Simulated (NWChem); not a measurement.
# C2HF3Si; SMILES C#C[Si](F)(F)F

Results from NWChem. All runs use the structure optimised with PBE0/def2-SVP. Solvent water, SMD (1 M gas to 1 M solution), gas-phase geometry. Reactions with the solvent are ignored.

| level | basis functions | solvation free energy (kcal/mol) | cavity-dispersion-structure term (kcal/mol) | dipole in solution (D) | relative time |
|---|---|---|---|---|---|
| B3LYP/STO-3G | 35 | 3.1 | 5.6 | 0.72 | 1 |
| B3LYP/def2-SVP | 93 | 1.2 | 5.6 | 3.35 | 3 |
| B3LYP/def2-SVPD | 141 | 1.1 | 5.6 | 3.59 | 10 |
| B3LYP/def2-TZVP | 198 | 1.1 | 5.6 | 3.45 | 10 |
| B3LYP/def2-TZVPP | 211 | 1.1 | 5.6 | 3.45 | 10 |

The last column is a rough cost ratio, cheapest run = 1.
